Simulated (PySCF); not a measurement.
CH₈FNOSi₂, SMILES N[SiH2][Si@@H](O)CF. The structure is a stationary point at PBE-D3(BJ)/def2-SVP. The structure was generated by enumeration; whether it is a known compound was not checked. One conformer was computed; it need not be the lowest.

Computed equilibrium geometry at PBE-D3(BJ)/def2-SVP (PySCF confirms it by a frequency run) as Cartesian coordinates in Å (one conformer of several):
```xyz
14

N      2.3323    -0.5118    -1.5649
Si     0.8589    -1.0254    -0.7492
Si    -0.1226     0.6740     0.5557
O      0.0020     2.0869    -0.3799
C     -1.9433     0.1810     0.9083
F     -1.8801    -1.1466     1.3657
H      2.2686     0.3923    -2.0460
H      3.1760    -0.5083    -0.9829
H     -0.1557    -1.4458    -1.7827
H      1.2085    -2.2131     0.1052
H      0.5594     0.8763     1.8925
H     -0.1138     2.9169     0.1146
H     -2.4538     0.8027     1.6785
H     -2.5599     0.2190    -0.0186
```
Charge 0, spin multiplicity 1.
